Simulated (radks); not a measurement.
Task: Ionisation ladder of cadmium, from Cd XXIII to Cd XLIV. Each ion is in the ground configuration listed by NIST, and IE = E(next ion) - E(this ion). Calculated with a radial shooting solver on a logarithmic mesh with Libxc functionals: Dirac Kohn-Sham, exchange-only PBE, spin-unpolarised, spherical densities, finite nucleus; open shells fill j = l - 1/2 first; Fermi nuclear charge, rms radius 4.6087 fm.

species     configuration  IE, Delta-SCF (eV)  -e(HOMO) (eV)   HOMO
Cd XXIII         [Ar] 3d8              1097.6         1062.9  3d5/2
Cd XXIV          [Ar] 3d7              1168.1         1132.6  3d5/2
Cd XXV           [Ar] 3d6              1240.1         1203.9  3d5/2
Cd XXVI          [Ar] 3d5              1313.7         1276.7  3d5/2
Cd XXVII         [Ar] 3d4              1398.1         1360.0  3d3/2
Cd XXVIII        [Ar] 3d3              1475.2         1436.4  3d3/2
Cd XXIX          [Ar] 3d2              1553.8         1514.3  3d3/2
Cd XXX           [Ar] 3d1              1633.8         1593.6  3d3/2
Cd XXXI              [Ar]                   ?         1819.4  3p3/2
Cd XXXII     [Ne] 3s2 3p5              1927.3         1891.1  3p3/2
Cd XXXIII    [Ne] 3s2 3p4              2000.0         1963.6  3p3/2
Cd XXXIV     [Ne] 3s2 3p3              2073.3         2036.6  3p3/2
Cd XXXV      [Ne] 3s2 3p2                   ?         2158.7  3p1/2
Cd XXXVI     [Ne] 3s2 3p1              2272.4         2234.4  3p1/2
Cd XXXVII        [Ne] 3s2                   ?         2394.2  3s1/2
Cd XXXVIII       [Ne] 3s1                   ?         2465.7  3s1/2
Cd XXXIX             [Ne]              5839.5         5737.5  2p3/2
Cd XL        [He] 2s2 2p5              6044.8         5941.8  2p3/2
Cd XLI       [He] 2s2 2p4              6252.2         6148.2  2p3/2
Cd XLII      [He] 2s2 2p3              6461.3         6356.5  2p3/2
Cd XLIII     [He] 2s2 2p2              6895.0         6784.9  2p1/2
Cd XLIV      [He] 2s2 2p1              7115.8         7005.3  2p1/2

Estimate the withheld Delta-SCF values.

Result: Cd XXXI: 1855.2 eV (NIST 1852); Cd XXXV: 2196.5 eV (NIST 2195); Cd XXXVII: 2430.0 eV (NIST 2427); Cd XXXVIII: 2501.8 eV (NIST 2498.6).

Beside tabulated values, note that spin-unpolarised runs miss the spin-polarisation part of the exchange energy of open shells.
